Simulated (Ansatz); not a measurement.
Molecule (SMILES): [SeH2] (H2Se).
Geometry (B3LYP-D3(BJ)/def2-TZVP, fixed):
```xyz
3

Se    -0.0012     0.0571     0.0009
H     -1.0300    -0.9935    -0.0128
H      1.0722    -0.9476    -0.0191
```

Basis-set convergence of the dipole moment at CCSD(T) with Ansatz (an electronic-structure program). Dipoles come from the density behind the forces; the sign is taken along the dipole that this method gives in the largest set. The reference of a correlated method is not its basis-set limit, which lies further on. Cartesian d functions, on some or all atoms, in 3-21G; all else is spherical. Cores are frozen (with 3d on Ga to Br). No added dispersion term, no relativity. Reference: the value in aug-pcseg-3, 0.692 D, itself unsure by roughly 0.005 D (its mean distance from aug-cc-pVQZ, def2-QZVPPD). Deviations are taken from unrounded values. Cost is core time over that of aug-pcseg-2, rough, on shared machines of one kind; a dash marks a row that isn't timed (too short, read off another run, short of memory, by another algorithm or on other hardware).

| basis | functions | dipole moment (D) | minus reference (D) | cost |
|---|---|---|---|---|
| 3-21G | 27 | 1.098 | 0.406 | - |
| def2-SV(P) | 36 | 1.019 | 0.326 | - |
| pcseg-1 | 37 | 0.985 | 0.293 | - |
| def2-SVP | 42 | 0.896 | 0.204 | - |
| aug-cc-pVDZ | 54 | 0.685 | -0.008 | - |
| 6-311G** | 56 | 0.869 | 0.177 | - |
| def2-TZVP | 60 | 0.791 | 0.098 | - |
| cc-pVTZ | 71 | 0.768 | 0.076 | - |
| def2-TZVPP | 76 | 0.737 | 0.045 | - |
| aug-pcseg-2 | 105 | 0.679 | -0.013 | 1× |
| cc-pVQZ | 128 | 0.736 | 0.043 | 2× |
| def2-QZVPP | 149 | 0.764 | 0.071 | 4× |
| aug-pcseg-3 | 191 | 0.692 | 0.000 | 30× |
